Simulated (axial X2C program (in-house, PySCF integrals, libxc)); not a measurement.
What spin–orbit coupling does to SeS

Computed with an in-house all-electron X2C program for linear molecules (integrals from PySCF). Spin-free means the one-electron spin-free X2C Hamiltonian; two-component (2c) means X2C with spin–orbit coupling and atomic mean-field two-electron Coulomb and Gaunt terms, so the difference of the two also holds small scalar two-electron terms. Basis: Se dyall-cv4z [10s10p7d5f3g], S dyall-av4z [10s9p4d3f2g] (cores contracted in-house); Gaussian nuclei, density fitting, unrestricted open shells. Masses: Se 79.917 u, S 31.972 u.

Spin-free state: M_S = 1, Λ = 0 (beyond evenly filled blocks: π+α, π-α); fragments Se + S.

| level | Re (Å) | ωe (cm⁻¹) | De (eV) | μ (D) |
| --- | --- | --- | --- | --- |
| PBE0 | 2.028 | 574.9 | 4.067 | -0.65 |
| PW91 | 2.058 | 532.8 | 4.468 | -0.63 |
| M06 | 2.036 | 564.7 | 4.017 | -0.96 |
| r2SCAN | 2.037 | 559.2 | 4.247 | -0.60 |

Dipoles are positive if S is the positive end.

Two-component determinant lowest at the distance of the search:

Ω = 1 (⟨Sz⟩ = 1.00, ⟨Lz⟩ = 0.00 at PBE0); fragments Se + S.

```csv
level,Re (Å),ωe (cm⁻¹),De (eV),μ (D)
PBE0,2.027,573.7,4.019,-0.65
PW91,2.057,531.7,4.418,-0.63
M06,2.036,563.4,3.867,-0.96
r2SCAN,2.036,558.4,n/a,-0.60
```

From the two tables, how do the constants change at the PBE0 level (2c against spin-free)?

At the PBE0 level Re is unchanged within 0.001 Å and ωe falls by 1.2 cm⁻¹; De is not compared, since the atomic limits differ or miss part of their spin–orbit lowering.

Occupations by symmetry block were frozen at the best pattern of an incomplete PBE0 search. Dissociation energies refer to the lowest single-determinant-based atoms at the same level and basis. De is not given where an atomic determinant may have missed its ground term or J level, or where the truncated virtual space spoils (T). Density functionals use the spin component along the axis (collinear). A 2c atom that is not at its ground J level misses part of its spin–orbit lowering, and De is too large by that part (0.04 eV or less for light atoms). This holds for PBE0, PW91. PBE0 can misorder states that lie within some tenths of an eV, so this need not be the ground state of the molecule. The nearest other spin-free determinant of the search, M_S = 0, Λ = 2, lies 0.67 eV up at the distance of the search. Without a current term, density functionals place determinants with orbital angular momentum somewhat too high. With several unpaired electrons one determinant need not be a pure state. Open-shell Ω = 0 determinants with evenly filled partner blocks cannot be reached by this program, so the Ω shown need not be the lowest component. This is the Ω = 1 component of a π² triplet; the 0⁺ component is not one determinant and can lie lowest. The stretched end of a curve changes character and is left out.
